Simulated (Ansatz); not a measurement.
Ansatz (a quantum-chemistry and plane-wave program) input (r2SCAN/def2-TZVP):

Ansatz 0.2 input:
```yaml
crystal:
  periodic: [false, false, false]
  atoms:
    - {symbol: Al, position_ang: [0.00000000, 0.00000000, 0.00000000]}
    - {symbol: O, position_ang: [0.00000000, 0.00000000, 1.64976943]}
    - {symbol: O, position_ang: [-0.00000000, -0.00000000, -1.64976943]}
basis:
  gaussian:
    orbitals: def2-TZVP
hamiltonian:
  xc: {name: r2SCAN}
magnetization: {spin_polarized: true, initial_magnetization: 1}
relax: {f_tol: 0.003, max_steps: 100}
```

End of the output:

```
relax step   3: F+E_penalty+E_count = -10688.71232698 eV  Δ(F+E_penalty+E_count) = -9.058e-5 eV  max|allowed force component| = 3.365e-4 eV/Å  Δτ_max = 0.0016 Å  (38 SCF iters, accepted)
integrals: 0.02 GiB planned
561 factors; their error is unknown
mean field: 0.28 GiB planned
mean field evaluation 128: about -10688.4746 eV, gradient 7.2e0 eV
mean field evaluation 160: about -10688.1860 eV, gradient 8.8e-1 eV
mean field evaluation 192: about -10688.0550 eV, gradient 6.6e0 eV
mean field -10688.71232698 eV, -392.8029329471 hartree, gradient 2.0e-5 eV, S^2 0.783834; 15 other end points of the search recorded, 0 dependent functions left out
the calculation of the forces begins
reference -10688.71234110 eV, -392.8029334661 hartree; 15, 14 occupied and 84, 85 virtual orbitals, 561 factors
Total energy: -10688.71234110 eV, -392.8029334661 hartree
Atom 0 at    -0.000000     0.000000    -0.000000 Å, force    -0.000000     0.000000     0.000000 eV/Å
Atom 1 at     0.000000    -0.000000     1.652875 Å, force     0.000000     0.000000     0.000336 eV/Å
Atom 2 at     0.000000    -0.000000    -1.652875 Å, force     0.000000    -0.000000    -0.000336 eV/Å
Dipole moment:    -0.000000    -0.000000    -0.000000 e Å
```

It need not be the lowest isomer of its formula.
